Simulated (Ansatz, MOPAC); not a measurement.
Species: BNH3 (charge 0, doublet). SMILES: B[NH]

Atoms: B1, N2, H3, H4, H5. Bonds: B1-N2, B1-H3, B1-H4, N2-H5.

Bond lengths (Å) and angles (degrees) optimised at PM3 with MOPAC; PM6 with MOPAC; MNDO with MOPAC; HF/STO-3G with Ansatz (a program for electronic structure); HF/6-31G* with Ansatz; B3LYP/LANL2DZ with Ansatz, each started from the B3LYP-D3(BJ)/def2-TZVP structure (Ansatz) of the last column. A row stands for all coordinates that are equal there; 7 of 8 kinds are shown. 6-31G* holds six Cartesian d functions. At HF/6-31G* the structure is a saddle point. No wavenumbers were computed at MNDO, HF/STO-3G, B3LYP/LANL2DZ, so these may be saddle points.

```tsv
coordinate	PM3	PM6	MNDO	HF/STO-3G	HF/6-31G*	B3LYP/LANL2DZ	B3LYP-D3(BJ)/def2-TZVP
B1-N2	1.296	1.307	1.311	1.350	1.361	1.347	1.329
B1-H3	1.141	1.197	1.175	1.163	1.195	1.205	1.208
B1-H4	1.141	1.197	1.169	1.160	1.191	1.205	1.201
N2-H5	0.969	0.966	0.977	1.025	0.990	1.005	1.000
N2-B1-H3	126.5	120.8	120.2	118.6	118.1	120.6	119.0
N2-B1-H4	126.5	120.8	120.2	119.6	119.7	120.7	121.7
B1-N2-H5	180.0	179.9	155.8	147.8	158.4	179.7	163.6
```

Mean signed difference of all 4 bond lengths from B3LYP-D3(BJ)/def2-TZVP: PM3 -0.048 Å, PM6 -0.018 Å, MNDO -0.027 Å, HF/STO-3G -0.010 Å, HF/6-31G* 0.000 Å, B3LYP/LANL2DZ 0.006 Å.
